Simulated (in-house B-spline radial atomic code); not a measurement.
Ionising Co with different functionals

Computed with a B-spline radial code for spherical atoms: non-relativistic Hamiltonian, point nucleus, spin-polarised at highest spin, spherical fractional occupations for the functionals, the average over the highest-spin determinants for Hartree-Fock. The ionisation energy is the difference of two self-consistent energies, [Ar] 3d7 4s2 → [Ar] 3d8, without Breit or QED terms; ε is the level of the shell that loses the electron (its least bound occupied spin orbital). The two configurations differ by more than the removed electron.

Hybrids are left out here: with spherical fractional occupations of an open shell their exact exchange keeps a self-interaction that integer-occupation calculations don't have.

```csv
method,rung,ΔSCF (eV),-ε(4s) (eV)
Hartree-Fock,Hartree-Fock,7.78,6.97
LDA VWN5,LDA,7.37,5.29
LDA PW92,LDA,7.37,5.29
LDA exchange-only,LDA,6.95,4.25
PBE,GGA,7.22,5.09
PBEsol,GGA,7.16,5.10
BLYP,GGA,7.35,5.06
RPBE,GGA,7.10,5.02
PW91,GGA,7.23,5.14
BP86,GGA,7.37,5.26
AM05,GGA,7.08,5.05
OLYP,GGA,6.72,4.81
TPSS,meta-GGA,6.99,5.05
SCAN,meta-GGA,7.57,5.32
r2SCAN,meta-GGA,7.38,5.31
M06-L,meta-GGA,7.44,5.19
revTPSS,meta-GGA,7.10,5.10
```

Task: How do they compare with the NIST value?

Result: NIST lists 7.881 eV (measured, ground level to ground level). Errors run from -1.16 to -0.10 eV; Hartree-Fock is closest (-0.10 eV), but part of that can be cancellation, since the calculations leave out relativity, Breit-QED terms, multiplet and fine-structure energies. Hartree-Fock also lacks correlation.
